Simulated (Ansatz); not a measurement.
Perfluoropentacene (C22F14), relaxed as a singlet with RKS r2SCAN-D4/def2-SVP in Ansatz, starting from the GFN2-xTB geometry. Force threshold 0.03 eV/Å.

Single mean-field runs in def2-SVP are fitted with def2-universal-jkfit.

Start:

Cartesian coordinates in Å:
```
F 2.242 4.806 -5.186
C 2.151 3.716 -4.427
C 3.047 2.643 -4.667
F 3.943 2.766 -5.643
C 2.983 1.507 -3.907
F 3.836 0.515 -4.153
C 2.022 1.370 -2.861
C 1.926 0.227 -2.071
F 2.760 -0.782 -2.301
C 0.979 0.094 -1.034
C 0.879 -1.054 -0.234
F 1.714 -2.063 -0.460
C -0.068 -1.183 0.792
C -0.173 -2.336 1.600
F 0.668 -3.342 1.379
C -1.117 -2.461 2.616
C -1.221 -3.627 3.431
F -0.397 -4.652 3.224
C -2.156 -3.716 4.425
F -2.247 -4.804 5.186
C -3.049 -2.641 4.667
F -3.944 -2.762 5.644
C -2.984 -1.507 3.905
F -3.834 -0.513 4.151
C -2.024 -1.373 2.858
C -1.928 -0.230 2.068
F -2.764 0.778 2.294
C -0.975 -0.093 1.036
C -0.874 1.056 0.237
F -1.712 2.062 0.461
C 0.074 1.185 -0.788
C 0.178 2.337 -1.596
F -0.658 3.345 -1.369
C 1.117 2.460 -2.616
C 1.217 3.625 -3.432
F 0.388 4.647 -3.229
```

| step | energy (eV) | largest force component (eV/Å) | SCF passes |
| --- | --- | --- | --- |
| 1 | -60772.5177 | 0.427 | 20 |
| 2 | -60772.5683 | 0.180 | 23 |
| 3 | -60772.5762 | 0.051 | 23 |
| 4 | -60772.5764 | 0.005 | 17 |

Force components are those of the run's own axes.

End:

```xyz
36

F     2.2594    4.8083   -5.1989
C     2.1606    3.7274   -4.4398
C     3.0568    2.6494   -4.6810
F     3.9474    2.7780   -5.6529
C     2.9968    1.5060   -3.9230
F     3.8568    0.5302   -4.1900
C     2.0332    1.3708   -2.8738
C     1.9366    0.2265   -2.0789
F     2.7762   -0.7779   -2.3083
C     0.9842    0.0894   -1.0401
C     0.8839   -1.0624   -0.2372
F     1.7203   -2.0688   -0.4623
C    -0.0653   -1.1932    0.7940
C    -0.1710   -2.3493    1.6048
F     0.6641   -3.3592    1.3838
C    -1.1144   -2.4758    2.6268
C    -1.2187   -3.6458    3.4442
F    -0.4073   -4.6807    3.2614
C    -2.1616   -3.7280    4.4389
F    -2.2611   -4.8093    5.1972
C    -3.0578   -2.6499    4.6800
F    -3.9489   -2.7788    5.6513
C    -2.9975   -1.5063    3.9224
F    -3.8576   -0.5307    4.1891
C    -2.0331   -1.3708    2.8738
C    -1.9362   -0.2262    2.0794
F    -2.7758    0.7781    2.3087
C    -0.9833   -0.0889    1.0409
C    -0.8828    1.0630    0.2382
F    -1.7193    2.0693    0.4632
C     0.0663    1.1938   -0.7930
C     0.1720    2.3498   -1.6038
F    -0.6627    3.3601   -1.3824
C     1.1147    2.4759   -2.6266
C     1.2184    3.6456   -3.4444
F     0.4068    4.6804   -3.2618
```

By distances, no bond broke or formed. The bond that changes most is C7–C34, from 1.44 to 1.46 Å (atoms count from 1).

No frequencies were taken in this run, so the end may be a saddle point.

Hardware: 8 threads of AMD EPYC 7R43 on a shared host. Wall time 71 s, peak host memory 2.3 GiB.
